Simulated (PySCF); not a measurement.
Broadened absorption spectrum of C6H6N2S

Species: C₆H₆N₂S.
SMILES: `NC(=S)c1ccncc1`

Computed, not measured: TDDFT B3LYP/def2-SVPD, vertical, gas phase, core orbitals frozen in the response in PySCF. Isolated species at its GFN2-xTB geometry (one conformer only). Torsions of this conformer, `[NH2:1][C:2](=[S:3])[c:4]1[cH:5][cH:6][n:7][cH:8][cH:9]1`: N1–C2–C4–C5 -154°, H–N1–C2–S3 -3°, H–N1–C2–S3 -172°.

Each state is given a Gaussian of 0.5 eV full width at half maximum, with ε(max) = 2.175×10⁸ f / Δν̃ (Δν̃ the width in cm⁻¹). The width is an assumption, not a result. The curve ends short of the highest state used, and states not computed would add to its high-energy end.

| λ (nm) | ε (L mol⁻¹ cm⁻¹) |
| --- | --- |
| 272.0 | 2706 |
| 282.9 | 3433 |
| 293.9 | 5313 |
| 304.9 | 6414 |
| 315.8 | 5404 |
| 326.8 | 3299 |
| 337.8 | 1547 |
| 348.7 | 591 |
| 359.7 | 188 |
| 370.7 | 53 |
| 381.6 | 16 |
| 392.6 | 12 |
| 403.6 | 23 |
| 414.6 | 46 |
| 425.5 | 78 |
| 436.5 | 115 |
| 447.5 | 148 |
| 458.4 | 171 |
| 469.4 | 179 |
| 480.4 | 172 |
| 491.3 | 153 |
| 502.3 | 129 |
| 513.3 | 102 |
| 524.2 | 77 |
| 535.2 | 56 |
| 546.2 | 39 |
| 557.1 | 26 |
| 568.1 | 17 |
| 579.1 | 11 |
| 590.1 | 7 |
| 601.0 | 4 |
| 612.0 | 3 |
| 623.0 | 2 |
| 633.9 | 1 |
| 644.9 | 1 |
| 655.9 | 0 |

Question: Where are the band maxima, and which computed states make them?

Answer: 470 nm (2.64 eV), ε about 180, made up of S1 (100%); 305 nm (4.06 eV), ε about 6400, made up of S2 (23%) and S3 (74%) (ε in L mol⁻¹ cm⁻¹; maxima over ε = 5, shares over 10%). The states used: S1 2.64 eV (f 0.0033); S2 3.93 eV (f 0.034); S3 4.09 eV (f 0.088); S4 4.42 eV (f 0.014); S5 4.70 eV (f 0.036); S6 4.97 eV (f 0.0016); S7 4.99 eV (f 0.0084); S8 5.16 eV (f 0.0086).

Question: Does any computed singlet lie in the visible range?

Answer: S1 lies in the visible range (380 to 750 nm), at 470 nm, f = 0.0033; light of that wavelength is blue, and its complementary colour is yellow; a Tamm–Dancoff triplet lies at 532 nm, without intensity as long as spin–orbit coupling is left out.

Question: What would ε be at 4.06 eV, the highest of these maxima, with half the width (0.25 eV)?

Answer: About 10800 L mol⁻¹ cm⁻¹ against 6410, a factor of about 1.7; a lone state at its own centre would give exactly 2.

Question: Coming from long wavelengths, where does ε first pass 100 L mol⁻¹ cm⁻¹?

Answer: At about 514 nm (2.41 eV), 0.23 eV below S1.
